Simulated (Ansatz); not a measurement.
Consider the hydrogenolysis of a C–C bond: `CCCCSCC` + H₂ → `CCCSCC` + CH₄.

Calculated with Ansatz (gas phase, PBE0-D4/def2-TZVP geometries, no zero-point term in ΔE). CCSD(T)/CBS adds triple-zeta CCSD(T) − MP2 to the extrapolated MP2 energy (def2 sets, frozen cores). This one scheme is used for every species. Functionals use def2-TZVPP. Each species was taken in one conformer, which may not be the lowest.

Problem. Is it downhill or uphill in electronic energy at CCSD(T)/CBS, and by how much? (Best estimate.)

Solution. Computed: Downhill: ΔE = -69.2 kJ/mol.

Problem. What do these levels give: LDA (SPW92), BLYP-D4, B97M-V, r2SCAN0-D4, CAM-B3LYP-D4, r2SCANh, MP2/def2-SVP, CCSD/def2-SVP, HF/def2-TZVPP, CCSD(T)/def2-TZVPP, HF/def2-QZVPP, MP2/CBS(def2)? (Best estimate.)

Solution. The calculation gave: LDA (SPW92) -65.0, BLYP-D4 -71.2, B97M-V -77.9, r2SCAN0-D4 -73.5, CAM-B3LYP-D4 -75.0, r2SCANh -75.0, MP2/def2-SVP -67.7, CCSD/def2-SVP -73.7, HF/def2-TZVPP -90.8, CCSD(T)/def2-TZVPP -70.1, HF/def2-QZVPP -90.6, MP2/CBS(def2) -66.1 kJ/mol.

Largest T1 diagnostic among the species: 0.009.

The D4 term adds +9.6 kJ/mol with B3LYP and +5.4 kJ/mol with PBE0; it sums over pairs of atoms, weighted by their polarisabilities, and B3LYP, whose exchange is more repulsive, gets the larger term. Leaving LDA and LC-ωPBE aside and taking each functional with its dispersion term where it has one, the values, not all of them listed here, spread over 14.0 kJ/mol, from B97M-V to revPBE-D4. LDA lies +10.7 kJ/mol from PBE without D4.

B3LYP here is the variant with VWN-RPA as its local correlation; programs differ in this.
